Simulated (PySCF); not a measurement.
## Spinor energies of F+ (fluorine, charge +1)

Start: [He] 2s2 2p4; 2p1/2 filled at m_j = -1/2, +1/2; 2p3/2 filled at m_j = +1/2, +3/2. Calculated with PySCF 2.14 in x2c-TZVPall-2c: generalised Hartree-Fock with the X2C-1e Hamiltonian and a Gaussian nucleus; one run each with spin-orbit coupling (SO) switched off, then screened by Boettger's factors.

| spinor shell | electrons | ε, spin-free (eV) | ε, screened SO (eV) | weight of nominal j (screened SO) | rms radius, screened SO (bohr) |
| --- | --- | --- | --- | --- | --- |
| 1s1/2 | 2 | -739.19 | -739.18 | 1.000 | 0.204 |
| 2s1/2 | 2 | -59.852 | -59.849 | 1.000 | 1.05 |
| 2p3/2 | 2 | -39.387 | -40.967 | 0.832 | 1.08 |
| 2p1/2 | 2 | -39.387 | -37.812 | 0.670 | 1.11 |

```tsv
quantity	spin-free	screened SO
E (hartree)	-98.92007	-98.92087
M_J	2	2
⟨J²⟩	6.007	6.007
⟨L²⟩	2.002	2.003
⟨S²⟩	2.004	2.004
```

Each row is a mean over spinors that exchange with the open shell spreads, by up to 11.076 eV (2s1/2).

Rows whose weight is well below 1 are mixtures of j = l ± 1/2: exchange outweighs spin-orbit coupling there, and the label is only the starting occupation.

Without spin-orbit coupling the j labels of p, d and f shells carry no meaning; the spin-free column gives the mean over the occupied spinors of each nl shell.
